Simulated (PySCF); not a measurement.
**V²⁺ (vanadium, charge +2) across methods**

[Ar] 3d3, high-spin 4F determinant. Calculation: PySCF 2.14, in def2-QZVPPD (11s6p5d3f2g, 93 functions); the non-relativistic Hamiltonian (point nucleus).

```json
{"method": "revPBE", "E (hartree)": "-943.010", "mean ε 3p α (eV)": "-61.305", "mean ε 3p β (eV)": "-58.455", "mean ε 3d α (eV)": "-22.700", "Σ⟨r²⟩ (bohr²)": "16.66", "⟨S²⟩": "3.750"}
{"method": "PBE0", "E (hartree)": "-942.921", "mean ε 3p α (eV)": "-64.978", "mean ε 3p β (eV)": "-61.144", "mean ε 3d α (eV)": "-24.835", "Σ⟨r²⟩ (bohr²)": "16.52", "⟨S²⟩": "3.751"}
{"method": "UHF", "E (hartree)": "-942.18743", "mean ε 3p α (eV)": "-74.935", "mean ε 3p β (eV)": "-67.671", "mean ε 3d α (eV)": "-30.475", "Σ⟨r²⟩ (bohr²)": "16.32", "⟨S²⟩": "3.753"}
{"method": "PBE", "E (hartree)": "-942.871", "mean ε 3p α (eV)": "-61.347", "mean ε 3p β (eV)": "-58.504", "mean ε 3d α (eV)": "-22.753", "Σ⟨r²⟩ (bohr²)": "16.67", "⟨S²⟩": "3.750"}
{"method": "TPSSh", "E (hartree)": "-943.144", "mean ε 3p α (eV)": "-63.092", "mean ε 3p β (eV)": "-59.718", "mean ε 3d α (eV)": "-23.579", "Σ⟨r²⟩ (bohr²)": "16.55", "⟨S²⟩": "3.751"}
{"method": "LDA", "E (hartree)": "-940.931", "mean ε 3p α (eV)": "-61.378", "mean ε 3p β (eV)": "-58.619", "mean ε 3d α (eV)": "-22.798", "Σ⟨r²⟩ (bohr²)": "16.68", "⟨S²⟩": "3.750"}
{"method": "B97-3", "E (hartree)": "-943.013", "mean ε 3p α (eV)": "-65.060", "mean ε 3p β (eV)": "-61.292", "mean ε 3d α (eV)": "-24.801", "Σ⟨r²⟩ (bohr²)": "16.45", "⟨S²⟩": "3.751"}
{"method": "r2SCAN", "E (hartree)": "-943.095", "mean ε 3p α (eV)": "-62.547", "mean ε 3p β (eV)": "-59.116", "mean ε 3d α (eV)": "-23.130", "Σ⟨r²⟩ (bohr²)": "16.48", "⟨S²⟩": "3.751"}
{"method": "HSE06", "E (hartree)": "-942.940", "mean ε 3p α (eV)": "-64.545", "mean ε 3p β (eV)": "-60.744", "mean ε 3d α (eV)": "-24.404", "Σ⟨r²⟩ (bohr²)": "16.54", "⟨S²⟩": "3.751"}
```
